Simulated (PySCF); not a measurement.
## `COC1=C[C@H]2C=C[C@@H]1C2`, C₈H₁₀O

Geometry:
```json
{"atom": "C1", "x (Å)": "2.344", "y (Å)": "0.382", "z (Å)": "-0.578"}
{"atom": "O2", "x (Å)": "1.187", "y (Å)": "-0.325", "z (Å)": "-0.214"}
{"atom": "C3", "x (Å)": "0.059", "y (Å)": "0.388", "z (Å)": "-0.187"}
{"atom": "C4", "x (Å)": "-0.211", "y (Å)": "1.673", "z (Å)": "-0.476"}
{"atom": "C5", "x (Å)": "-1.735", "y (Å)": "1.803", "z (Å)": "-0.332"}
{"atom": "C6", "x (Å)": "-2.388", "y (Å)": "0.932", "z (Å)": "-1.417"}
{"atom": "C7", "x (Å)": "-2.096", "y (Å)": "-0.339", "z (Å)": "-1.125"}
{"atom": "C8", "x (Å)": "-1.252", "y (Å)": "-0.316", "z (Å)": "0.157"}
{"atom": "C9", "x (Å)": "-1.950", "y (Å)": "0.861", "z (Å)": "0.876"}
{"atom": "H10", "x (Å)": "3.184", "y (Å)": "-0.322", "z (Å)": "-0.535"}
{"atom": "H11", "x (Å)": "2.255", "y (Å)": "0.787", "z (Å)": "-1.602"}
{"atom": "H12", "x (Å)": "2.530", "y (Å)": "1.221", "z (Å)": "0.115"}
{"atom": "H13", "x (Å)": "0.454", "y (Å)": "2.453", "z (Å)": "-0.844"}
{"atom": "H14", "x (Å)": "-2.115", "y (Å)": "2.829", "z (Å)": "-0.247"}
{"atom": "H15", "x (Å)": "-2.930", "y (Å)": "1.312", "z (Å)": "-2.285"}
{"atom": "H16", "x (Å)": "-2.337", "y (Å)": "-1.237", "z (Å)": "-1.695"}
{"atom": "H17", "x (Å)": "-1.133", "y (Å)": "-1.268", "z (Å)": "0.690"}
{"atom": "H18", "x (Å)": "-1.422", "y (Å)": "1.196", "z (Å)": "1.781"}
{"atom": "H19", "x (Å)": "-3.010", "y (Å)": "0.659", "z (Å)": "1.094"}
```

The calculation used PySCF, quadratic response CAM-B3LYP/aug-cc-pVDZ first hyperpolarisability, Taylor convention, gas phase. Geometry: PBE0-D3(BJ)/def2-SVP.

Question: Give the tensor of the static β(0;0,0) in the axes of these coordinates.

Answer: In au, Taylor convention; rows are the first index (the induced dipole):
|  | xx | yy | zz | xy | xz | yz |
| --- | --- | --- | --- | --- | --- | --- |
| x | +115.7 | +12.3 | -20.9 | -41.5 | +9.3 | -20.7 |
| y | -41.5 | -35.5 | -52.6 | +12.3 | -20.7 | -7.8 |
| z | +9.3 | -7.8 | +52.7 | -20.7 | -20.9 | -52.6 |

Norm of βᵢ = ⅓ Σⱼ (βᵢⱼⱼ + βⱼᵢⱼ + βⱼⱼᵢ): 176.7 au, hyper-Rayleigh value 76.0 au.
